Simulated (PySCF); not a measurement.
Input for PySCF: R-B3LYP/3-21G on FGeHS (SMILES [F][Ge][SH]), a point of a torsion scan.

```python
from pyscf import gto, scf, dft, mp
from pyscf.data.elements import chemcore

mol = gto.M(
    atom='''
    F     1.68900905   -0.62983573    0.19681858
    Ge    0.93171153    0.94747202   -0.27450699
    S    -1.18468877    0.42891669    0.31531186
    H    -1.49138629    1.69369024    0.59732344
    ''',
    basis='3-21g',
    charge=0, spin=0, verbose=3, max_memory=1800)
mf = dft.RKS(mol, xc='b3lyp')
mf.conv_tol = 1e-8
mf.max_cycle = 100
mf.kernel()
if not mf.converged:
    mf = mf.newton().run(mf.mo_coeff, mf.mo_occ)
```

The log:

```
converged SCF energy = -2563.16463309155
```

The run converged.

Cost: around 3 core-seconds (rough).
